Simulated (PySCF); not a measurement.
**A survey of ³³S NMR shifts**

[PySCF: GFN2-xTB structure; shielding tensors at PBE0/pcSseg-1 (GIAO); one computed conformer; no relativistic terms; averaged over atoms made equivalent by symmetry, fast rotation or ring inversion; in vacuum]

Shieldings were converted by a linear fit to measured shifts: ³³S (scatter 33.3 ppm rms vs sulfate, solution or neat liquid). Occasional misses reach two or three times the rms, and more in compound classes unlike the fitted ones.

**Question.** Give the ³³S shifts of `CS(=O)(=O)c1cnsn1`.

**Answer.** 
```json
{"compound": "[CH3:1][S:2](=[O:3])(=[O:4])[c:5]1[cH:6][n:7][s:8][n:9]1", "environment": "S8: aromatic ring sulfur", "δ (ppm)": "164"}
{"compound": "[CH3:1][S:2](=[O:3])(=[O:4])[c:5]1[cH:6][n:7][s:8][n:9]1", "environment": "S2: sulfone sulfur", "δ (ppm)": "-37"}
```

**Question.** Order these by ³³S shift, lowest first.
A. C#Cc1nc(SC)ccp1
B. C=C(C)C(=S)C#CCC(F)(F)F
C. CC(=S)c1ncnc(F)n1
D. CS/C=C(\C)C[SiH2]CC#N

**Answer.** D (-322 ppm, sulfide sulfur), A (-245 ppm, sulfide sulfur), B (797 ppm, thione sulfur), C (1209 ppm, thione sulfur).
